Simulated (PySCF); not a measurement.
silole cation (C4H6Si), SMILES C1=C[SiH2]C=C1 (connectivity only; charge and spin as stated), charge +1, multiplicity 2.

The structure is a stationary point at PBE-D3(BJ)/def2-SVP. The multiplicity is an assumed one; no other spin state was optimised.

Two levels are set side by side: PBE/def2-TZVP (PySCF) and M06-2X/def2-TZVP (PySCF). Same geometry, gas phase. Differences are taken from unrounded values.

| quantity | PBE |
|---|---|
| α-spin orbital gap (eV) | 3.12 |
| β-spin orbital gap (eV) | 2.12 |
| mean polarisability (bohr³) | 65.9 |

Task: These are the PBE values. What does M06-2X give? (An estimate is asked for; the answer gives what the named calculation found.)

Result: 
| quantity | M06-2X | PBE minus M06-2X |
|---|---|---|
| α-spin orbital gap (eV) | 7.04 | -3.92 |
| β-spin orbital gap (eV) | 6.43 | -4.30 |
| mean polarisability (bohr³) | 64.7 | 1.1 |

Rough cost on one machine, each run with all the roots and properties that it gave: M06-2X against PBE within a factor of 2.
